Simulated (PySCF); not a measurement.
W(O)(S)(Br)(OH) (BrHO2SW), SMILES [O]=[W]([OH])(=[S])[Br], multiplicity 1.

Geometry: PBE0-D3(BJ)/def2-SVP. The multiplicity is an assumed one; no other spin state was optimised. The structure was generated by enumeration; whether it is a known compound was not checked. The def2 effective core potentials stand for the cores of W; spin–orbit coupling is left out. One conformer was computed; it need not be the lowest.

The numbers are results of PBE0-D3(BJ)/def2-SVP in PySCF, not measurements.

Frequencies are harmonic and unscaled.

Problem. Give all harmonic wavenumbers and intensities. (The exact figures need the calculation; the answer reports its results.)

Solution. 
```csv
mode,ν (cm⁻¹),IR (km/mol),moving atoms (share of kinetic energy)
1,117,2.9,"S 48 %, Br 23 %, W 15 %, O 10 %"
2,139,0.7,"O 54 %, W 17 %, Br 14 %, S 10 %"
3,188,19.4,"O 39 %, H 29 %, Br 15 %, S 14 %"
4,218,30.3,"O 58 %, H 21 %, S 17 %"
5,229,36.7,"O 58 %, H 31 %"
6,276,6.8,"Br 35 %, O 30 %, W 18 %, H 12 %"
7,314,55.8,"O 41 %, W 21 %, Br 17 %, H 11 %, S 10 %"
8,553,143.3,"S 44 %, H 36 %, O 11 %, W 9 %"
9,571,94.5,"S 38 %, H 38 %, O 15 %, W 8 %"
10,752,79.8,"O 78 %, H 13 %, W 10 %"
11,1041,138.8,"O 92 %, W 8 %"
12,3903,376.8,H 94 %
```
